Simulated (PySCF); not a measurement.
# Structure from 2D NMR

Compound of formula C₃H₉NOSi₃. Correlations simulated from computed shifts and the bond graph:

HSQC (one-bond C–H):
| δH | δC |
| --- | --- |
| 2.93 | 44.4 |

HMBC (two and three bonds, from the bond graph):
| δH | δC |
| --- | --- |
| 3.74 | 246.8, 126.2 |
| 2.93 | 246.8 |

Carbons without hydrogens: δ 246.8, 126.2.

[PySCF: geometry from GFN2-xTB; GIAO PBE0/pcSseg-1 shieldings; fast rotation and ring inversion assumed for equivalent nuclei; in vacuum; a single conformation; non-relativistic Hamiltonian]

δ = σ(ref) − σ, references computed at the same level: ¹H (σ = 31.72 ppm), ¹³C (σ = 186.93 ppm) against TMS.

Exchangeable hydrogens are left out of these lists.

Problem. Assemble the structure.

Solution. `CC(=O)[Si]([SiH3])([SiH3])C#N`.

Atom-mapped SMILES (the numbers label the heavy atoms): `[CH3:1][C:2](=[O:3])[Si:4]([SiH3:5])([SiH3:6])[C:7]#[N:8]`. Hydrogens are named by the atom that carries them.

- δC 246.8 is C2, a carbonyl carbon.
- δC 126.2 is C7, a nitrile carbon.
- δC 44.4 is C1, a methyl carbon α to a carbonyl (δH 2.93).
- HMBC from δH 3.74 reaches the proton-free carbons C2, C7.
- HMBC from δH 2.93 reaches the proton-free carbon C2.

This is the structure that produced the data.

Shifts are as computed. Against solution values, carbons near 30 ppm lie about +3 ppm off and those near 130 ppm about +5 ppm. Of 1309 compounds with measured shifts, 239 miss one by over three times the rms of a fit or turn the order of signals round; such compounds aren't used in these exercises.
